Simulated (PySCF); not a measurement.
**Correlation energy of Tm (thulium, neutral)**

[Xe] 4f13 6s2, 2F determinant. All numbers are calculated (PySCF 2.14, the spin-free X2C one-electron Hamiltonian (Gaussian nucleus), in x2c-TZVPPall). Frozen: [Ar] 3d10; 41 electrons correlated.

MP2 pair energies summed by pair of shells (mhartree):

```
 pair   energy  share (%)
4f-4f  -617.25       34.1
4d-4f  -333.25       18.4
4f-5p  -264.81       14.6
5p-5p  -120.73        6.7
4d-4d   -98.87        5.5
4f-5s   -59.17        3.3
4p-4f   -50.96        2.8
4d-5p   -39.43        2.2
4p-4d   -33.83        1.9
5s-5p   -31.00        1.7
5p-6s   -29.92        1.7
4d-5s   -20.78        1.1
4s-4f   -19.82        1.1
4f-6s   -19.81        1.1
6s-6s   -17.41        1.0
4s-4d   -16.73        0.9
4p-4p    -8.85        0.5
4p-5p    -6.53        0.4
5s-5s    -6.02        0.3
4s-4p    -3.79        0.2
4p-5s    -3.53        0.2
4d-6s    -1.56        0.1
5s-6s    -1.40        0.1
4s-4s    -1.28        0.1
4s-5p    -0.72        0.0
4s-5s    -0.64        0.0
4p-6s    -0.25        0.0
4s-6s    -0.04        0.0
```

Total MP2 correlation energy: -1808.4 mhartree.

Same-spin part -691.38 and opposite-spin part -1117.0 mhartree; SCS-MP2 scales them by 1/3 and 6/5 to -1570.8 mhartree.

This basis was not built for core-valence correlation, so the inner-shell part is incomplete.
